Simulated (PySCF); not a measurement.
**Diatomics with 37 electrons**

PBE0 in PySCF with def2-SVPD on every atom, for the lowest determinant that a PBE0 search found; no spin–orbit coupling. All have 37 electrons, 7 of them in the valence shells, and the same state, a quartet (σ ↑, π ↑↑). For ions De leads to the atom and ion picked by measured ionisation energies and electron affinities.

```
species  difference of nuclear charges  Re (Å)  ωe (cm⁻¹)  k (mdyn/Å)  De (eV)  dissociates to
   ZnC⁻                             24   2.051        424        1.07      n/a         Zn + C⁻
    ZnN                             23   2.012        398        1.07     0.66          Zn + N
    GaC                             25   2.004        550        1.82     3.37          Ga + C
   GeC⁺                             26   1.914        704        3.02     3.39         Ge⁺ + C
```

Question: Which member of the whole set has the stiffest bond, and how does it compare with the softest?

Answer: GeC⁺ with k = 3.02 mdyn/Å, 2.8 times that of ZnC⁻.

Spin–orbit coupling is left out. For an ion De counts to the pair picked by the measured ionisation energies or electron affinities, which need not be the lowest pair at this level. The highest Kohn–Sham level is positive in this anion. Much of that is self-interaction error, but it also means that the finite basis helps to hold the extra electron. States were picked by a PBE0 search and need not be the measured ground states.
